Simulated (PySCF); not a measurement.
This PySCF input asks for the NMR shieldings of SMILES [SiH3]S[C@@H]1[C@@]2([C@H](NC)C2)C1, C₆H₁₃NSSi; the geometry comes from GFN2-xTB.

```python
import basis_set_exchange as bse
import numpy as np
from pyscf import gto, dft
from pyscf.prop import nmr

atoms = """
C    -3.422398    0.382808   -0.161057
N    -2.236241   -0.422381   -0.389992
C    -1.291965   -0.368829    0.678618
C    -0.323390    0.799659    0.859904
C     0.149571   -0.529885    0.401048
C     1.251225   -1.472819    0.712024
C     0.976224   -1.042023   -0.708479
S     2.067798    0.030614   -1.668935
Si    3.366354    0.975821   -0.252598
H    -3.920863    0.017361    0.737112
H    -4.095996    0.261748   -1.007507
H    -3.208687    1.452544   -0.026375
H    -1.787055   -0.147023   -1.258741
H    -1.689252   -0.816083    1.585428
H    -0.080091    1.126440    1.860960
H    -0.348537    1.598156    0.129962
H     2.129631   -1.087964    1.211028
H     1.009419   -2.492037    0.981033
H     0.542873   -1.769012   -1.383259
H     4.291446   -0.017384    0.286306
H     4.034537    1.963861   -1.078987
H     2.574984    1.575814    0.814295
"""
names = dict.fromkeys(["C", "N", "S", "Si", "H"], "pcSseg-1")
basis = {el: gto.basis.parse(bse.get_basis(n, elements=[el], fmt="nwchem")) for el, n in names.items()}
mol = gto.M(atom=atoms, basis=basis, charge=0, verbose=0)
mf = dft.RKS(mol, xc="PBE0")
mf.grids.level = 2
mf.grids.alignment = dft.numint.BLKSIZE   # the property module wants whole blocks of grid points
mf.conv_tol = 1e-9
mf.kernel()

calc = nmr.RKS(mf)   # GIAO
C = mf.mo_coeff
Co = C[:, mf.mo_occ > 0]
resp = mf.gen_response(singlet=True, hermi=2)
def vind(x):   # induced exchange potential for any number of trial vectors
    d = np.einsum("pi,xij,qj->xpq", C, 2 * x.reshape(-1, C.shape[1], Co.shape[1]), Co, optimize=True)
    return np.einsum("xpq,pi,qj->xij", resp(d - d.transpose(0, 2, 1)), C, Co, optimize=True).ravel()
mo1, _ = nmr.rhf.solve_mo1(calc, with_cphf=vind)
sigma = calc.kernel(mo1)
for i, s in enumerate(sigma):   # ppm
    w = np.linalg.eigvalsh((s + s.T) / 2)
    print("%2d %-2s iso %8.1f  s11 %8.1f  s22 %8.1f  s33 %8.1f" % (i, mol.atom_pure_symbol(i), w.mean(), *w))
```

Task: What are the results?

Result: 
```
 0 C  iso    148.8  s11    124.0  s22    136.8  s33    185.6
 1 N  iso    218.0  s11    173.8  s22    209.5  s33    270.8
 2 C  iso    141.9  s11    108.7  s22    125.4  s33    191.5
 3 C  iso    172.0  s11    142.6  s22    164.7  s33    208.9
 4 C  iso    166.5  s11    108.7  s22    193.2  s33    197.7
 5 C  iso    171.4  s11    145.4  s22    166.7  s33    202.2
 6 C  iso    163.6  s11    126.4  s22    155.4  s33    208.9
 7 S  iso    678.7  s11    514.6  s22    605.7  s33    915.7
 8 Si iso    414.4  s11    370.5  s22    417.4  s33    455.4
 9 H  iso     29.3  s11     25.1  s22     26.7  s33     36.0
10 H  iso     29.0  s11     24.1  s22     26.3  s33     36.5
11 H  iso     29.1  s11     24.1  s22     28.0  s33     35.2
12 H  iso     32.2  s11     21.6  s22     35.2  s33     39.7
13 H  iso     29.3  s11     22.6  s22     28.4  s33     36.8
14 H  iso     30.9  s11     26.0  s22     26.6  s33     40.3
15 H  iso     31.2  s11     27.2  s22     28.8  s33     37.6
16 H  iso     30.8  s11     24.1  s22     29.9  s33     38.5
17 H  iso     30.4  s11     24.1  s22     26.7  s33     40.5
18 H  iso     29.4  s11     21.5  s22     27.8  s33     38.9
19 H  iso     27.2  s11     23.1  s22     24.8  s33     33.7
20 H  iso     27.5  s11     23.7  s22     24.7  s33     34.0
21 H  iso     27.2  s11     22.1  s22     28.2  s33     31.5
```

These numbers come from an equivalent density-fitted implementation of the same equations, which agrees with the script to about 0.01 ppm for H and up to a few tenths of a ppm for heavy atoms, so last digits may differ.

Task: Turn these shieldings into chemical shifts. Scale: ¹³C (186.93 ppm) and ²⁹Si (349.16 ppm) and ¹H (31.72 ppm) vs TMS; ¹⁵N (267.73 ppm) against NH3; ³³S (503.73 ppm) vs CS2 (reference shieldings calculated alike).

Result: Averaging equivalent atoms: C 2: 45.1; C 0: 38.1; C 6: 23.3; C 4: 20.4; C 5: 15.5; C 3: 14.9; N 1: 49.7; S 7: -175; Si 8: -65.3; H 19/20/21: 4.41; H 9/10/11: 2.60; H 13: 2.45; H 18: 2.31; H 17: 1.29; H 16: 0.90; H 14: 0.78; H 15: 0.53; H 12: -0.46 ppm. Experimental scales use liquid or dissolved standards, which lie at an offset from isolated NH3 (liquid NH3: subtract about 20 ppm).

Size and cost of the density-fitted run: 232 basis functions, 97 s wall time on 1 thread of an Arm Neoverse N1, shared host; peak memory 1.1 GiB.
